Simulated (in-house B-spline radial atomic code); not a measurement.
Lu²⁺. Computed with a B-spline radial atomic code. Model: all-electron spherical atom, spin shells full or empty, radial basis limit, no spin-orbit coupling, Breit or QED, empty-state partial waves extrapolated as (l+1/2)^-4, RPA, G0W0 and static COHSEX of the highest shell as one setting changes (uncorrelated shells keep exact exchange).

In a row where one electron alone is correlated, RPA and GW hold only self-correlation.

Without the two-electron picture change, core correlation of heavy ions comes too large.

Given: element Lu; charge 2; filled core Xe; hamiltonian one-electron scalar X2C; mean-field start PBE0; highest l of empty states 9; nuclear rms radius 5.37 fm; highest mean-field shell 6s up.

Shell: 4f 7 7, 6s 1 0 (electrons up and down).

```
lowest nl shells left uncorrelated  RPA correlation energy (hartree)  G0W0 level (eV)  G0W0 minus most complete (meV)  COHSEX level (eV)
                                 0                           -6.3158          -21.475                               0            -22.934
                                 1                           -6.1014          -21.475                             0.1            -22.933
                                 2                           -5.8946          -21.476                            -0.5            -22.935
                                 3                                 ?                ?                               ?                  ?
                                 4                            -5.103          -21.478                            -2.5            -22.939
                                 5                            -4.509          -21.476                            -1.4            -22.939
                                 6                           -3.5372          -21.469                               6            -22.926
                                 7                           -3.3492          -21.486                           -10.4            -22.965
                                 8                           -2.7833          -21.488                           -12.6            -22.979
                                 9                                 ?                ?                               ?                  ?
                                10                           -1.6182          -21.484                            -8.9            -22.984
                                11                           -1.0293          -21.129                           345.7            -22.548
                                12                          -0.01765          -20.708                           766.7            -21.823
```

(1) What follows for lowest nl shells left uncorrelated = 9?

(2) What follows for lowest nl shells left uncorrelated = 3?

## Answers

(1) RPA correlation energy -1.802 hartree; G0W0 level -21.464 eV; G0W0 minus most complete 10.9 meV; COHSEX level -22.944 eV.

(2) RPA correlation energy -5.2973 hartree; G0W0 level -21.475 eV; G0W0 minus most complete 0.1 meV; COHSEX level -22.933 eV.
